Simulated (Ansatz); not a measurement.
Reaction (ligand exchange at the Si–C bond): `C#CCC[SiH3]` + `[OH][Cd][F]` → `[F][Cd][O][SiH3]` + `C#CCC`

Program: Ansatz. Geometries: PBE0-D4/def2-TZVP. ΔE: electronic, gas phase. CCSD(T)/CBS adds triple-zeta CCSD(T) − MP2 to the extrapolated MP2 energy (def2 sets, frozen cores). Elements past krypton have def2 core potentials. For Cd outer-core shells are correlated without core-valence functions, which leaves a few kJ/mol of doubt a bond. Each species was taken in one conformer, which may not be the lowest.

`C#CCC[SiH3]`:

Cartesian coordinates in Å:
```
C -0.184 -1.405 2.821
C -0.427 -0.896 1.761
C -0.685 -0.276 0.471
C 0.598 0.159 -0.246
Si 0.283 0.964 -1.914
H 0.023 -1.856 3.762
H -1.245 -0.981 -0.154
H -1.344 0.586 0.620
H 1.153 0.860 0.385
H 1.252 -0.706 -0.389
H 1.568 1.355 -2.551
H -0.432 0.019 -2.815
H -0.561 2.178 -1.750
```

`[OH][Cd][F]`:

```xyz
4

O     0.439    0.227   -1.288
Cd   -0.182   -0.357    0.468
F    -0.792   -1.052    2.160
H     0.535    1.181   -1.339
```

`[F][Cd][O][SiH3]`:

```xyz
7

F    -2.103   -3.153   -1.112
Cd   -1.130   -1.738   -0.246
O    -0.165   -0.352    0.716
Si    0.650    0.985    0.265
H    -0.241    1.977   -0.406
H     1.750    0.667   -0.693
H     1.239    1.615    1.475
```

`C#CCC`:

```xyz
10

C     0.428    2.149   -0.662
C     0.385    1.101   -0.078
C     0.317   -0.178    0.609
C    -0.552   -1.198   -0.122
H     0.470    3.080   -1.175
H     1.333   -0.570    0.728
H    -0.068   -0.016    1.621
H    -0.574   -2.142    0.427
H    -1.575   -0.834   -0.223
H    -0.164   -1.391   -1.123
```

```csv
species,CCSD(T)/CBS(def2) energy (Eh)
`C#CCC[SiH3]`,-446.03252
`[OH][Cd][F]`,-343.29729
`[F][Cd][O][SiH3]`,-633.61664
`C#CCC`,-155.75665
```

(1) Work out ΔE.

Largest T1 diagnostic among the species: 0.017.

## Answers

(1) ΔE = (-633.61664) + (-155.75665) − (-446.03252) − (-343.29729) = -0.04348 Eh = -114.2 kJ/mol.

The D4 term adds +3.0 kJ/mol with B3LYP and +1.8 kJ/mol with PBE0; it sums over pairs of atoms, weighted by their polarisabilities, and B3LYP, whose exchange is more repulsive, gets the larger term. In def2-TZVPP, CCSD(T) changes the Hartree–Fock value by +27.4 kJ/mol (the triples alone add +3.6 kJ/mol) and MP2 by +26.6 kJ/mol.

B3LYP here is the variant with VWN-RPA as its local correlation; programs differ in this.
